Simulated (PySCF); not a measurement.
Problem. What does the PBE0-D3(BJ)/def2-SVP structure of InChI=1S/C3H9ClO3Si/c1-5-8(4,6-2)7-3/h1-3H3 look like in three dimensions?

Solution. 
Z-matrix in Å and degrees, rows numbered from 1:
```
C 
O   1  1.4046
Si  2  1.6312  1  126.16
Cl  3  2.0710  2  108.87  1   -56.49
O   3  1.6309  2  109.77  1    62.87
C   5  1.4043  3  126.36  2  -177.05
O   3  1.6314  2  110.37  1  -175.81
C   7  1.4044  3  126.42  2    65.16
H   1  1.0995  2  108.47  3   173.49
H   1  1.1029  2  111.25  3   -67.20
H   1  1.1038  2  111.49  3    54.10
H   6  1.1028  5  111.30  3   -65.03
H   6  1.1038  5  111.47  3    56.31
H   6  1.0996  5  108.45  3   175.65
H   8  1.1028  7  111.27  3   -67.74
H   8  1.0996  7  108.46  3   172.96
H   8  1.1037  7  111.48  3    53.58
```

All 3 O–Si bonds measure 1.631 Å. Si3 (chlorine-bound silicon) is tetrahedral (angles from 108.8° to 110.4°). Of the pairs four or more bonds apart, Cl4···H17 is among the closest relative to their van der Waals radii: 3.05 Å, 104 % of the sum of Bondi's values. O2 (silyl ether oxygen) is bent (angle 126.2°).

Level of theory: PBE0-D3(BJ)/def2-SVP geometry optimisation, gas phase in PySCF 2.14.0.

Whether it is a minimum is left open (no frequencies). The numbers are those of one conformer (C1–O2–Si3–Cl4 -56°, O2–Si3–O5–C6 -177°, O2–Si3–O7–C8 65°).
